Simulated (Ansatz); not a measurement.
Several settings on one geometry of B₆ (that of the charge 0 singlet, PBE0-D4/def2-SVP). Ansatz on 4 threads of Arm Neoverse V1 on a shared host; times are rough.

Cartesian coordinates in Å:
```
B -2.0003 0.2931 -0.0221
B 0.4962 -0.8162 -0.1393
B -1.0353 -0.8753 0.3218
B -0.5054 0.8215 0.0389
B 1.9600 -0.2701 -0.4163
B 1.0849 0.8470 0.2171
```

Totals from different functionals, basis sets or treatments of relativity can't be compared as stabilities.

The 6-31G sets use Cartesian d functions. LC-ωPBE has ω = 0.4 bohr⁻¹.

At PBE0-D4/def2-TZVP a triplet lies 0.20 eV below the restricted singlet of charge 0.

The spins typed aren't always the lowest for that charge.

Give the basis size and estimate the energy, ⟨S²⟩ and time of these runs.

| run | method | charge | state | further keys |
| --- | --- | --- | --- | --- |
| 1 | UKS r2SCAN/cc-pVDZ | -1 | doublet | fitting: {mean_field: def2-universal-jkfit}; forces asked |
| 2 | RKS rPW86-PBE-D4/STO-3G | 0 | singlet | fitting: {mean_field: def2-universal-jkfit}; nuclear_model: gaussian; scf: {omitted_lower_state_checks: [starts]} |
| 3 | UKS LC-ωPBE/6-31G | -1 | doublet | point_charges: [{charge: 0.50, position_ang: [4.687, -0.156, 0.340]}]; scf: {omitted_lower_state_checks: [starts]} |
| 4 | RKS revPBE/6-31G* | 0 | singlet | scf: {lower_state_search: off}; forces asked |


```tsv
run	functions	energy (Eh)	⟨S²⟩	wall time
1	84	-148.8027	1.45	16 s
2	30	-147.2462	–	0.65 s
3	54	-148.7052	1.72	1.4 s
4	90	-148.7580	–	0.65 s
```

The highest occupied level of an anion often lies above zero with these methods, and sets without diffuse functions describe the outer electron poorly. At UKS r2SCAN/cc-pVDZ the program marks the result for the charge -1 doublet as doubtful (asymmetric forces). At UKS r2SCAN/cc-pVDZ, UKS LC-ωPBE/6-31G the charge -1 doublet is spin-contaminated (final ⟨S²⟩ up to 1.72, 0.75 for a pure state). The restricted singlet is unstable towards broken spin symmetry at other levels; at RKS rPW86-PBE-D4/STO-3G, RKS revPBE/6-31G* this wasn't settled.
